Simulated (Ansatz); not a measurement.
System: sum formula GeOCl (charge 0, doublet). It need not be the lowest isomer of its formula. 
Coordinates optimised at B3LYP-D3(BJ)/def2-TZVP (Ansatz, a first-principles code):
```
Ge
O 1 1.6769
Cl 1 2.1954 2 117.59
```
Charge 0, spin multiplicity 2.

Basis-set convergence of Hartree-Fock and CCSD correlation energies (hartree) with Ansatz. Correlated levels leave the core frozen unless marked. Open shells are spin-unrestricted. Spin-orbit coupling is left out. The frozen core is the preceding noble-gas configuration, with the filled d and f shells of earlier blocks. No relativistic terms.

The T1 diagnostic of CCSD in the largest basis is 0.092, which is high, so the coupled-cluster rows are less sure than usual.

```
basis       functions        E(HF)  E(corr, CCSD)
----------  ---------  -----------  -------------
def2-SVP           64  -2609.25332       -0.39941
def2-TZVPP        121          ___            ___
```

Task: What belongs in the gaps?

Result: 
- def2-TZVPP, E(HF): -2609.77864
- def2-TZVPP, E(corr, CCSD): -0.51749
